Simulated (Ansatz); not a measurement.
Single points on [Er(NH3)6]3+ (ErN₆H₁₈³⁺).

```yaml
crystal:
  periodic: [false, false, false]
  atoms:
    - {symbol: Er, position_ang: [0.000241, 0.000077, 0.000593]}
    - {symbol: N, position_ang: [0.037559, -0.023898, 2.480632]}
    - {symbol: H, position_ang: [0.876794, 0.401339, 2.919442]}
    - {symbol: H, position_ang: [-0.005313, -0.962255, 2.922071]}
    - {symbol: H, position_ang: [-0.744645, 0.482896, 2.938244]}
    - {symbol: N, position_ang: [-0.056966, 0.028903, -2.478253]}
    - {symbol: H, position_ang: [-0.869102, -0.451470, -2.911099]}
    - {symbol: H, position_ang: [0.754352, -0.421855, -2.943675]}
    - {symbol: H, position_ang: [-0.082049, 0.969093, -2.917172]}
    - {symbol: N, position_ang: [2.478461, -0.063735, 0.040691]}
    - {symbol: H, position_ang: [2.941923, 0.865236, 0.030265]}
    - {symbol: H, position_ang: [2.924095, -0.554201, -0.758643]}
    - {symbol: H, position_ang: [2.905897, -0.527497, 0.864761]}
    - {symbol: N, position_ang: [-2.477254, 0.058333, -0.066419]}
    - {symbol: H, position_ang: [-2.896419, 0.626946, -0.826483]}
    - {symbol: H, position_ang: [-2.937671, 0.432698, 0.785545]}
    - {symbol: H, position_ang: [-2.934072, -0.866088, -0.189108]}
    - {symbol: N, position_ang: [-0.021308, 2.479572, -0.027866]}
    - {symbol: H, position_ang: [0.235335, 2.927817, 0.872979]}
    - {symbol: H, position_ang: [-0.933438, 2.919953, -0.253588]}
    - {symbol: H, position_ang: [0.627206, 2.928183, -0.703184]}
    - {symbol: N, position_ang: [0.039793, -2.478378, 0.051775]}
    - {symbol: H, position_ang: [-0.133961, -2.936455, -0.863888]}
    - {symbol: H, position_ang: [-0.661781, -2.926531, 0.672215]}
    - {symbol: H, position_ang: [0.932321, -2.908653, 0.360177]}
basis:
  gaussian: {orbitals: def2-TZVP, initial_orbitals: start.molden}
total_charge: 3
magnetization: {spin_polarized: true, initial_magnetization: 3}
hamiltonian: {xc: pbe0, dispersion: d4}
scf: {omitted_lower_state_checks: [starts]}
output: {orbitals: {seedname: orbitals}}
```

The file start.molden holds the orbitals of an earlier run on this structure, at another level or in another basis.

```sh
$ ansatz run in.yaml --threads 4 --pin off --events-out ev --progress --plain --max-ram 6963MiB
```

Shortened log:

```
Functional definition: PBE0
basis functions trapped inside cores are left out: 1
2531 factors; their error is unknown
mean field evaluation 1: about -36831.2408 eV, gradient 1.1e2 eV
mean field evaluation 2: about -36835.9181 eV, gradient 4.8e0 eV
mean field evaluation 4: about -36836.1630 eV, gradient 6.0e-2 eV
mean field evaluation 8: about -36836.2183 eV, gradient 3.1e-4 eV
mean field evaluation 16: about -36836.2183 eV, gradient 3.5e-5 eV
mean field -36836.21829035 eV, -1353.7060536850 hartree, gradient 7.5e-6 eV, S^2 3.752303; 0 other end points of the search recorded, 0 dependent functions left out
reference -36836.21833737 eV, -1353.7060554126 hartree; 50, 47 occupied and 339, 342 virtual orbitals, 2531 factors
Total energy: -36836.56152668 eV, -1353.7186673873 hartree
Checks for a lower state left out: starts
```

It took 24 min on 4 threads of Intel Xeon on a shared host, peak host memory 2.6 GiB.

As the first input, with `hamiltonian: {xc: hse06, dispersion: d4}` (abridged; 5.5 min):

```
Functional definition: HSE06
basis functions trapped inside cores are left out: 1
the host lacks memory for fits, so the integrals are decomposed
mean field -36836.02698203 eV, -1353.6990232336 hartree, gradient 9.3e-6 eV, S^2 3.752299
Total energy: -36836.35219571 eV, -1353.7109746160 hartree
Checks for a lower state left out: starts
```

First input, but with `gaussian: {orbitals: def2-SVP, initial_orbitals: start.molden}`, `correlation: {method: mp2}` and without the key `hamiltonian` (abridged; 2.5 min):

```
Functional definition: HF
basis functions trapped inside cores are left out: 1
mean field -36700.54180121 eV, -1348.7200346738 hartree, gradient 5.3e-9 eV, S^2 3.753292
10 core orbitals not correlated: weight in the atoms' cores, before any rotation towards them, 1.000 or more for the frozen orbitals, at most 0.000 for the correlated occupied ones
second order -59.37101002 eV of doubles, -0.00000000 eV of singles
Total energy: -36759.91281123 eV, -1350.9018790489 hartree
Checks for a lower state left out: starts
```

As the first input, with `gaussian: {orbitals: def2-SVP, initial_orbitals: start.molden}`, `hamiltonian: {xc: pbe, dispersion: d4}` (abridged; 72 s):

```
Functional definition: PBE
basis functions trapped inside cores are left out: 1
mean field evaluation 16: about -36830.5895 eV, gradient 1.1e-5 eV
mean field -36830.58951303 eV, -1353.4991999337 hartree, gradient 4.9e-6 eV, S^2 3.751856
Total energy: -36830.97717666 eV, -1353.5134463092 hartree
Checks for a lower state left out: starts
```

First input, but with `hamiltonian: {xc: pbe, dispersion: d4}` (abridged; 94 s):

```
Functional definition: PBE
basis functions trapped inside cores are left out: 1
mean field evaluation 16: about -36841.9090 eV, gradient 1.9e-5 eV
mean field -36841.90895844 eV, -1353.9151818798 hartree, gradient 5.1e-6 eV, S^2 3.752046
Total energy: -36842.29660315 eV, -1353.9294275601 hartree
Checks for a lower state left out: starts
```

Geometry: PBE-D4/def2-SVP.

In the def2 sets Er takes a core potential; there is no spin–orbit coupling. HSE06 is defined as in plane-wave codes, on full-range PBE exchange. Correlated methods freeze 10 core orbitals; core or outer-core shells of Er are correlated, in sets that lack core-valence functions. With an open 4f shell the SCF may have ended on a state above the lowest.
